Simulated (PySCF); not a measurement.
## Partial charges of `FC(F)[C@H]1CCO[SiH2]O1`

Compound: C₄H₈F₂O₂Si.
Z-matrix (Å and degrees, GFN2-xTB geometry), rows numbered from 1:
```
F 
C   1  1.3519
F   2  1.3553  1  106.24
C   2  1.5368  1  112.83  3   121.16
C   4  1.5329  2  113.40  1   -58.41
C   5  1.5273  4  113.78  2    72.28
O   6  1.4037  5  112.18  4    55.11
Si  7  1.6250  6  122.23  5   -41.12
O   4  1.3906  2  108.83  1    69.12
H   2  1.1000  1  107.51  3  -115.92
H   4  1.1020  2  105.13  1  -176.52
H   5  1.0920  4  106.95  2  -168.51
H   5  1.0902  4  109.13  2   -50.61
H   6  1.0957  5  109.20  4   173.26
H   6  1.0937  5  110.98  4   -67.41
H   8  1.4488  7  106.33  6   134.97
H   8  1.4585  7  110.89  6   -95.78
```

Density: PBE0/pcSseg-1 (PySCF); schemes: Mulliken, IAO, Hirshfeld and ESP-fitted. The structure is a single GFN2-xTB conformer in the gas phase; no vibrational or solvent corrections.

What partial charge does each atom carry?

In e:

```csv
atom,environment,Mulliken,IAO,Hirshfeld,ESP-fitted
F1,fluorine of a CF2 group,-0.299,-0.300,-0.079,-0.152
C2,CHF2 carbon,+0.553,+0.427,+0.142,+0.175
F3,fluorine of a CF2 group,-0.303,-0.307,-0.101,-0.203
C4,sp3 carbon bound to oxygen,-0.008,+0.062,+0.033,+0.334
C5,ring CH2 carbon,-0.267,-0.305,-0.085,-0.357
C6,sp3 carbon bound to oxygen,+0.103,-0.051,+0.003,+0.365
O7,silyl ether oxygen,-0.634,-0.655,-0.236,-0.554
Si8,oxygen-bound silicon,+1.002,+1.212,+0.449,+0.845
O9,silyl ether oxygen,-0.638,-0.652,-0.232,-0.555
H10,methine hydrogen,+0.106,+0.148,+0.050,+0.109
H11,methine hydrogen,+0.139,+0.155,+0.048,+0.042
H12,methylene hydrogen,+0.141,+0.148,+0.046,+0.127
H13,methylene hydrogen,+0.140,+0.158,+0.049,+0.093
H14,methylene hydrogen,+0.124,+0.149,+0.047,+0.014
H15,methylene hydrogen,+0.123,+0.139,+0.028,-0.008
H16,Si–H hydrogen,-0.139,-0.156,-0.079,-0.125
H17,Si–H hydrogen,-0.142,-0.172,-0.084,-0.151
```

Mean size of the charges over all atoms: IAO 0.306 e, Mulliken 0.286 e, ESP-fitted 0.248 e, Hirshfeld 0.105 e. Each set sums to the total charge, 0, to within 0.001 e. The ESP scheme is a least-squares fit of atom-centred charges to the potential on four shells outside the van der Waals surface, with the total charge fixed. The Hirshfeld scheme divides the density at each point in proportion to the densities of the neutral, spherically averaged free atoms.

Lowest charge. The schemes don't all agree: Mulliken O9 (-0.638); IAO O7 (-0.655); Hirshfeld O7 (-0.236); ESP-fitted O9 (-0.555).

Highest charge. All schemes agree: Mulliken Si8 (+1.002); IAO Si8 (+1.212); Hirshfeld Si8 (+0.449); ESP-fitted Si8 (+0.845).

How many electrons does the Hirshfeld scheme count on O7?

Z − q = 8 − (-0.236) = 8.236.

Sum the charges by element, for elements with more than one atom.

```
element  atoms  Mulliken     IAO  Hirshfeld  ESP-fitted
      F      2    -0.603  -0.607     -0.180      -0.356
      C      4    +0.381  +0.132     +0.094      +0.517
      O      2    -1.272  -1.307     -0.468      -1.109
      H      8    +0.492  +0.569     +0.105      +0.102
```
